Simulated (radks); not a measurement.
Q: The mean radii <r> (bohr) of the occupied orbitals of an atom or ion are listed with their occupations. Method: scalar-relativistic Kohn-Sham, exchange-only r2SCAN, spin-polarised, spherical densities, finite nucleus; meta-GGA in the generalised Kohn-Sham scheme; Fermi nuclear charge, rms radius of each element as measured or else 0.836 A^(1/3) + 0.57 fm; computed with a radial shooting solver on a logarithmic mesh with Libxc functionals.

orbital  occ.      <r>
1s up       1  0.08573
1s down     1  0.08573
2s up       1   0.4122
2s down     1   0.4122
2p up       3   0.3759
2p down     3   0.3759
3s up       1    1.374
3s down     1    1.384
3p up       3    1.547
3p down     2    1.569

Name the element and its charge. Open shells, if any, are filled with parallel spins first.

A: Z = 18, argon, charge +1: Ar+ in [Ne] 3s2 3p5. The 1s radius gives Z: for a bare nucleus <r> = (2 gamma + 1)/(2Z) with gamma = sqrt(1 - (Z/c)^2), 0.08285 bohr for Z = 18, and screening makes it slightly larger (0.08573 here). The occupations add up to 17, and the charge is Z minus that.
